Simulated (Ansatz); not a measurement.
Mean bond length (Å) of eight compounds of closed-shell metals: PBE-D3(BJ) beside B3LYP-D3(BJ), computed with Ansatz (a first-principles code) for isolated molecules in the bases named; differences from unrounded values. The eight are the first of their class met in an unordered collection, after screening for sound electronic states; none was chosen by its value. Each level has its own optimised geometry.

```json
[
 {"molecule": "Al(AsH2)2(H) (AlAs₂H₅), SMILES [AsH2][AlH][AsH2]", "basis": "def2-SVP", "B3LYP-D3(BJ)": "1.801", "PBE-D3(BJ)": "1.811", "difference": "0.010"},
 {"molecule": "Al(Cl)(Me)(SMe) (C₂H₆AlClS), SMILES C[S][Al]([CH3])[Cl]", "basis": "def2-SVP", "B3LYP-D3(BJ)": "1.469", "PBE-D3(BJ)": "1.476", "difference": "0.007"},
 {"molecule": "Al(Cl)(SeH)2 (AlClH₂Se₂), SMILES [Cl][Al]([SeH])[SeH]", "basis": "def2-SVP", "B3LYP-D3(BJ)": "1.937", "PBE-D3(BJ)": "1.946", "difference": "0.009"},
 {"molecule": "Al(Cl)(GeH3)(Me) (CH6AlClGe), SMILES [Cl][Al]([CH3])[GeH3]", "basis": "def2-SVP", "B3LYP-D3(BJ)": "1.611", "PBE-D3(BJ)": "1.618", "difference": "0.007"},
 {"molecule": "Al(All)(H)(Me) (C₄H₉Al), SMILES [CH2](C=C)[AlH][CH3]", "basis": "def2-SVP", "B3LYP-D3(BJ)": "1.391", "PBE-D3(BJ)": "1.400", "difference": "0.010"},
 {"molecule": "CH6AlNO2, SMILES C[NH][Al]([OH])[OH]", "basis": "def2-SVP", "B3LYP-D3(BJ)": "1.288", "PBE-D3(BJ)": "1.297", "difference": "0.009"},
 {"molecule": "AlH6NO2Si, SMILES N[SiH2][Al]([OH])[OH]", "basis": "def2-SVP", "B3LYP-D3(BJ)": "1.454", "PBE-D3(BJ)": "1.465", "difference": "0.011"},
 {"molecule": "Zn(Me)(GeH3) (CH6GeZn), SMILES [CH3][Zn][GeH3]", "basis": "def2-SVP", "B3LYP-D3(BJ)": "1.543", "PBE-D3(BJ)": "1.545", "difference": "0.003"}
]
```

PBE-D3(BJ) lies below B3LYP-D3(BJ) in 0 and above it in 8 of the eight; the mean signed difference is 0.008 and the largest 0.011 Å.
